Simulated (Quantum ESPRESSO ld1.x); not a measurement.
The numbers below are computed, except where a source is named.
Question: The cerium ion Ce3+, 55 electrons, occupied as [Kr] 4d10 4f3 5s2 5p4 (not the ground configuration). Level of theory: scalar-relativistic Kohn-Sham, LDA (Slater exchange, Perdew-Wang correlation), spin-polarised, spherical densities, point nucleus; open shells are filled with parallel spins first (ld1.x of Quantum ESPRESSO 7.5). Some entries of the table are withheld. Estimate them.

| orbital | occ. | eigenvalue (Ry) | <r^2> (bohr^2) | <1/r> (bohr^-1) |
|---|---|---|---|---|
| 1s up | 1 | -2958.11 | 0.0008220 | 63.29 |
| 1s down | 1 | -2958.10 | 0.0008220 | 63.29 |
| 2s up | 1 | -474.659 | 0.01308 | 14.59 |
| 2s down | 1 | -474.652 | 0.01308 | 14.59 |
| 2p up | 3 | -425.454 | 0.01042 | 13.82 |
| 2p down | 3 | -425.446 | 0.01042 | 13.82 |
| 3s up | 1 | -102.930 | 0.08893 | 5.293 |
| 3s down | 1 | -102.874 | 0.08887 | 5.295 |
| 3p up | 3 | -87.2778 | 0.08889 | 5.015 |
| 3p down | 3 | -87.2214 | 0.08882 | 5.017 |
| 3d up | 5 | -64.9900 | 0.07586 | 4.760 |
| 3d down | 5 | -64.9440 | 0.07577 | 4.762 |
| 4s up | 1 | -21.7073 | 0.4628 | 2.204 |
| 4s down | 1 | -21.5543 | 0.4621 | 2.205 |
| 4p up | 3 | -16.6193 | 0.5252 | 2.029 |
| 4p down | 3 | -16.4627 | 0.5239 | 2.030 |
| 4d up | 5 | -9.30726 | 0.6620 | 1.757 |
| 4d down | 5 | -9.14176 | 0.6585 | 1.761 |
| 5s up | 1 | -4.58127 | 2.622 | (1) |
| 5s down | 1 | -4.36222 | 2.657 | (2) |
| 5p up | 3 | -3.32010 | 3.452 | 0.7440 |
| 5p down | 1 | -3.11787 | 3.558 | 0.7337 |
| 4f up | 3 | -1.77225 | (3) | 1.124 |
| 4f down | 0 | -1.58502 | (4) | 1.120 |

Answer: 
(1) 5s up <1/r> (bohr^-1): 0.8634
(2) 5s down <1/r> (bohr^-1): 0.8591
(3) 4f up <r^2> (bohr^2): 1.890
(4) 4f down <r^2> (bohr^2): 1.981
